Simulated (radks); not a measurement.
The numbers below are computed, except where a source is named.
All-electron atom: Re3+ in [Xe] 4f14 5d3 6s1 (not the ground configuration). Code: a radial shooting solver on a logarithmic mesh with Libxc functionals. Model: Dirac Kohn-Sham, BLYP, spin-unpolarised, spherical densities, finite nucleus; open shells fill j = l - 1/2 first; Fermi nuclear charge, rms radius 5.3698 fm.

Normalised radial functions P(r) = r R(r) (large component), r in bohr:

r	5p1/2	5d5/2	6s1/2
0.001889	0.0138	0.0000	0.0433
0.00254	0.0194	0.0001	0.0523
0.003415	0.0278	0.0001	0.0618
0.004629	0.0405	0.0003	0.0709
0.006223	0.0587	0.0007	0.0773
0.008367	0.0847	0.0015	0.0783
0.01125	0.1205	0.0035	0.0698
0.01512	0.1664	0.0075	0.0474
0.0205	0.2198	0.0162	0.0071
0.02756	0.2646	0.0328	-0.0461
0.03705	0.2759	0.0626	-0.0987
0.04981	0.2159	0.1106	-0.1228
0.06697	0.0553	0.1759	-0.0852
0.09004	-0.1824	0.2406	0.0224
0.122	-0.3773	0.2598	0.1467
0.1641	-0.3231	0.1711	0.1615
0.2206	0.0500	-0.0450	0.0012
0.2966	0.4896	-0.2975	-0.2113
0.3987	0.5250	-0.3939	-0.2150
0.5361	-0.0217	-0.1956	0.0704
0.7265	-0.7677	0.2411	0.3706
0.9768	-1.1035	0.6583	0.3086
1.313	-0.9034	0.8517	-0.1289
1.766	-0.4740	0.7650	-0.6016
2.374	-0.1561	0.5034	-0.7506
3.192	-0.0293	0.2333	-0.5351
4.325	-0.0024	0.0662	-0.2168
5.815	-0.0001	0.0104	-0.0465
7.819	0.0000	0.0007	-0.0044

5p1/2: eigenvalue -87.407 eV, 3 radial nodes at r = 0.0721, 0.214, 0.531 bohr, <r> = 1.12 bohr, 90 % of the charge inside 1.63 bohr. 5d5/2 (empty): eigenvalue -34.732 eV, 2 radial nodes at r = 0.209, 0.621 bohr, <r> = 1.67 bohr, 90 % of the charge inside 2.52 bohr. 6s1/2: eigenvalue -30.815 eV, 5 radial nodes at r = 0.0214, 0.0855, 0.221, 0.505, 1.22 bohr, <r> = 2.50 bohr, 90 % of the charge inside 3.55 bohr.
